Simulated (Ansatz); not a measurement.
In₄N₄H₁₄, a cluster cut from wurtzite InN (hydrogen-capped), relaxed as a singlet with RKS PBE-D4/def2-SVP in Ansatz, starting from the GFN2-xTB geometry. Force threshold 0.03 eV/Å.

In the def2 sets In takes a core potential; there is no spin–orbit coupling.

Start:

Cartesian coordinates in Å:
```
In 2.2135 -0.8569 0.3199
N 0.4036 -1.5602 1.5344
In 0.5851 2.3212 0.0548
N 1.3501 0.6097 -0.9820
N -1.1376 1.4312 1.2753
In -1.4796 -0.6668 1.0759
In -0.0423 -0.2234 -2.3819
N -1.7258 -0.9766 -1.0207
H 3.1343 -0.0930 1.5216
H 2.5836 -2.2596 -0.5597
H 0.6344 -1.4041 2.5172
H 0.3478 -2.5745 1.4205
H 1.6550 2.7751 1.2896
H -0.2602 3.3175 -1.0258
H 2.1270 0.9607 -1.5497
H -0.9561 1.6661 2.2529
H -1.9790 1.9500 1.0174
H -2.7537 -1.2433 2.0075
H 0.5575 -1.6888 -2.9881
H -0.8323 1.0221 -3.2178
H -1.8377 -1.9731 -1.2174
H -2.5879 -0.5333 -1.3440
```

(1) Estimate the energy that the relaxation releases and the steps that it takes.

(2) Does the start keep its bonding and symmetry?

(3) Predict the relaxed structure.

## Answers

(1) 30.6 kJ/mol, in 4 steps; 14 s on 2 threads of AMD EPYC 7R13 on a shared host and a share (18 GiB) of an NVIDIA H100 80GB HBM3. No frequencies were taken in this run, so the end may be a saddle point.

(2) By distances, no bond broke or formed. The bond that changes most is In6–H18, from 1.68 to 1.74 Å (atoms count from 1). Point group C3v at the start, C3v at the end, both within 0.05 Å.

(3) 
Cartesian coordinates in Å:
```
In 2.2817 -0.8990 0.3458
N 0.4270 -1.5671 1.5380
In 0.5905 2.4034 0.0709
N 1.3122 0.5918 -0.9562
N -1.1302 1.4529 1.2721
In -1.5348 -0.6924 1.1187
In -0.0638 -0.2398 -2.4639
N -1.7209 -0.9770 -1.0432
H 3.2304 -0.1073 1.5807
H 2.6608 -2.3452 -0.5579
H 0.6502 -1.4247 2.5347
H 0.3646 -2.5916 1.4383
H 1.6953 2.8667 1.3425
H -0.2797 3.4306 -1.0424
H 2.0993 0.9474 -1.5300
H -0.9677 1.6929 2.2619
H -1.9855 1.9733 1.0245
H -2.8576 -1.2900 2.0830
H 0.5581 -1.7461 -3.0934
H -0.8789 1.0447 -3.3226
H -1.8516 -1.9812 -1.2383
H -2.5996 -0.5423 -1.3633
```
Bond lengths (bridged metal pairs left out): 9 × In–N 2.19 to 2.30 Å; 7 × H–In 1.74 to 1.75 Å; 7 × H–N 1.03 to 1.04 Å.
